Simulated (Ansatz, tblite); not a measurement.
Cost and result up the ladder for (ClZn-mu-H)2 (Zn2H2Cl2) (6 atoms). Total charge 0; singlet. Geometry: PBE-D4/def2-SVP.

```xyz
6

Zn    0.449    1.001    0.515
Cl    1.799    2.295    1.508
H    -1.017    0.809   -0.216
Zn   -0.454   -1.003   -0.507
Cl   -1.786   -2.288   -1.535
H     1.008   -0.815    0.234
```

Ansatz on 4 threads of Intel Xeon Platinum 8259CL on a shared host; xTB runs through tblite on one thread. Times are rough, summed over both states, and most runs start from the orbitals of an earlier one. PBE0-D4/def2-TZVP serves as the yardstick here, not as an exact answer. The other state is a triplet.

The xTB rows come from tblite.

xTB has no spin-polarisation term.

```tsv
level	functions	wall time
GFN1-xTB	30	0.018 s
GFN2-xTB	28	0.02 s
PBE-D4/def2-TZVP	182	6.7 s
r2SCAN-D4/def2-TZVP	182	16 s
PBE0-D4/def2-TZVP	182	17 s
```

Question: Estimate what each level gives for the vertical triplet (eV).

Answer: 
```tsv
level	vertical triplet (eV)	difference from PBE0-D4/def2-TZVP (eV)
GFN1-xTB	5.08	0.52
GFN2-xTB	5.16	0.60
PBE-D4/def2-TZVP	4.05	-0.51
r2SCAN-D4/def2-TZVP	4.21	-0.35
PBE0-D4/def2-TZVP	4.56	0.00
```
